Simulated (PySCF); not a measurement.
Magnetisability: SMILES C1CC([SiH2][AsH2])CC1, C5H13AsSi

Geometry (Å), atoms numbered from 1 in this order:
```xyz
20

As    2.960   -0.101    1.029
Si    1.850   -0.830   -0.885
C    -0.015   -0.406   -0.886
C    -0.785   -1.150    0.214
C    -1.911   -0.197    0.600
C    -1.209    1.157    0.588
C    -0.302    1.092   -0.645
H     1.709   -0.043    1.854
H     2.769    1.344    0.672
H     2.452   -0.230   -2.088
H     1.970   -2.293   -1.022
H    -0.444   -0.690   -1.850
H    -0.146   -1.316    1.089
H    -1.146   -2.120   -0.125
H    -2.697   -0.218   -0.158
H    -2.353   -0.435    1.567
H    -0.605    1.260    1.492
H    -1.906    1.994    0.547
H     0.612    1.670   -0.484
H    -0.808    1.522   -1.511
```

Computed with PySCF, GIAO PBE/pcSseg-1 magnetisability, rotational g tensor and spin-rotation constants, non-relativistic, gas phase. Geometry: GFN2-xTB.

The calculation is non-relativistic, which matters for the atoms heavier than Zn.

What are the magnetisability and the molar susceptibility?

Isotropic -1838 × 10⁻³⁰ J/T², or -110.7 × 10⁻⁶ cm³/mol; principal values -1865, -1841, -1806 × 10⁻³⁰ J/T², anisotropy 51 × 10⁻³⁰ J/T² (root of half the summed squared differences of the principal values). The susceptibility is in cgs units.

Split it along the inertial axes a, b, c into diamagnetic and paramagnetic parts about the centre of mass, with the quadrupole moment.


```csv
axis,χ (10⁻⁶ cm³/mol),diamagnetic (10⁻⁶ cm³/mol),paramagnetic (10⁻⁶ cm³/mol),summed x² of all electrons (Å²),quadrupole Θ (D Å)
a,-108.9,-645.8,536.8,330.9,-0.86
b,-112.2,-1654.1,1541.9,93.2,+0.05
c,-110.9,-1799.2,1688.4,59.0,+0.81
```
Anisotropies 2χaa − χbb − χcc = +5.2 and 2χbb − χaa − χcc = -4.6 × 10⁻⁶ cm³/mol. Θ is traceless in Buckingham's convention.

And the rotational g tensor?


```csv
axis,rotational constant (GHz),g,nuclear part,electronic part
a,2.5063,-0.0117,0.6204,-0.6321
b,0.7543,-0.0025,0.5438,-0.5464
c,0.6873,-0.0029,0.5422,-0.5451
```
Asymmetric top; isotopes 75As, 12C, 1H, 28Si; no vibrational averaging.
